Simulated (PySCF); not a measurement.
C4H7FSi.

```xyz
13

F      0.8673    -1.3656    -0.5689
C      0.0810    -0.3185    -0.1138
Si     1.2533     1.0543     0.5113
C     -1.0478    -0.6941     0.8083
C     -1.9855    -0.1729     0.0004
C     -1.0228     0.1484    -1.1142
H      0.4425     2.2483     0.8982
H      2.2071     1.4255    -0.5757
H      2.0178     0.5601     1.6946
H     -1.0592    -1.1514     1.8006
H     -3.0567     0.0135     0.1165
H     -1.0716    -0.5329    -1.9773
H     -0.9811     1.1897    -1.4790
```
Charge 0, spin multiplicity 1.

Coordinates come from a PBE0-D3(BJ)/def2-SVP optimisation. The structure was generated by enumeration; whether it is a known compound was not checked.

These are PBE/pcSseg-1 (PySCF) values and carry that method's errors. Non-relativistic, no solvent.

### Question
Give the absolute GIAO shielding of each atom: isotropic value and principal components (ppm). (The exact figures need the calculation; the answer reports its results.)

### Answer

| atom | σ(iso) | σ11 | σ22 | σ33 | span |
|---|---|---|---|---|---|
| F1 | 333.8 | 312.6 | 335.9 | 352.8 | 40.3 |
| C2 | 86.2 | 56.3 | 60.2 | 142.2 | 85.9 |
| Si3 | 398.6 | 370.6 | 376.9 | 448.2 | 77.5 |
| C4 | 31.0 | -64.7 | 25.8 | 131.9 | 196.6 |
| C5 | 36.5 | -76.6 | 33.4 | 152.6 | 229.2 |
| C6 | 131.9 | 115.4 | 132.0 | 148.3 | 32.8 |
| H7 | 27.4 | 24.5 | 25.9 | 31.8 | 7.4 |
| H8 | 26.9 | 24.2 | 25.1 | 31.4 | 7.3 |
| H9 | 27.0 | 24.1 | 25.3 | 31.5 | 7.4 |
| H10 | 24.7 | 23.9 | 24.6 | 25.7 | 1.7 |
| H11 | 24.9 | 23.4 | 24.7 | 26.4 | 3.0 |
| H12 | 28.2 | 25.9 | 26.9 | 31.7 | 5.8 |
| H13 | 28.3 | 25.0 | 27.8 | 32.0 | 6.9 |
